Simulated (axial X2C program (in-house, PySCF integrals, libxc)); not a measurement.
**NaNb⁺: from the spin-free to the two-component result**

Computed with an axial X2C code built on PySCF integrals. Spin-free means the one-electron spin-free X2C Hamiltonian; two-component (2c) means X2C with spin–orbit coupling and atomic mean-field two-electron Coulomb and Gaunt terms, so the difference of the two also holds small scalar two-electron terms. Basis: Nb dyall-cv3z [11s12p9d5f3g], Na dyall-cv3z [9s8p5d2f] (cores contracted in-house); Gaussian nuclei, density fitting, unrestricted open shells. Masses: Nb 92.906 u, Na 22.990 u.

Spin-free state: M_S = 5/2, Λ = 2 (beyond evenly filled blocks: 2 × σα, π+α, π-α, δ+α); fragments Nb + Na+.

```
  level  Re (Å)  ωe (cm⁻¹)  De (eV)  μ (D)
   PBE0   3.261      122.9    0.693   6.88
     HF   3.344      122.2    0.785   6.50
    MP2   3.304      126.5    0.729    n/a
   CCSD   3.312      125.7    0.738    n/a
CCSD(T)   3.312      125.8    0.736    n/a
  B3LYP   3.276      120.2    0.694   6.93
```

Correlated methods: 5 electrons correlated (number of frozen shells: Nb 4 s, 3 p, 1 d; Na 2 s, 1 p), 317 virtual spin orbitals or spinors in MP2, 42 natural virtuals in coupled cluster.

Dipoles are positive if Na is the positive end and refer to the centre of mass.

Two-component determinant lowest at the distance of the search:

Ω = 1/2 (⟨Sz⟩ = 2.50, ⟨Lz⟩ = -2.00 at HF); fragments Nb + Na+.

| level | Re (Å) | ωe (cm⁻¹) | μ (D) |
| --- | --- | --- | --- |
| PBE0 | 3.261 | 122.9 | 6.87 |
| HF | 3.345 | 122.1 | 6.49 |
| MP2 | 3.304 | 126.5 | n/a |
| CCSD | 3.312 | 125.6 | n/a |
| CCSD(T) | 3.312 | 125.7 | n/a |
| B3LYP | 3.275 | 120.2 | 6.92 |

(1) From the two tables, how do the constants change at the CCSD(T) level (2c against spin-free)?

Occupations by symmetry block were frozen at the best pattern of an incomplete PBE0 search. Dissociation energies refer to the lowest single-determinant-based atoms at the same level and basis. De is not given where an atomic determinant may have missed its ground term or J level, or where the truncated virtual space spoils (T). Density functionals use the spin component along the axis (collinear). Coupled cluster ran in a truncated set of natural virtual spinors; the MP2 energy of the rest was added. (T) has no such correction and the atoms are truncated less, which lowers De at CCSD(T) by a hundredth of an eV or more. Other states lie close and PBE0, whose exact exchange favours high spin, may order them wrongly; the determinant shown need not be the ground state. The nearest other spin-free determinant of the search, M_S = 5/2, Λ = 0, lies 0.04 eV up at the distance of the search. Without a current term, density functionals place determinants with orbital angular momentum somewhat too high. The atomic limit has a lower orbital projection than the molecule and lies lower at mean-field level, so De may be about a tenth of an eV too small. With several unpaired electrons one determinant need not be a pure state. The outer-core s and p shells of the metal are frozen in the correlated rows, which leaves out core–valence correlation; for alkali and alkaline-earth bonds that tends to lengthen them. With the outer-core shells frozen, correlated bond lengths of heavy atoms tend to come out a few hundredths of an ångström too long.

## Answers

(1) At the CCSD(T) level Re is unchanged within 0.001 Å and ωe doesn't move by more than 0.2 cm⁻¹.
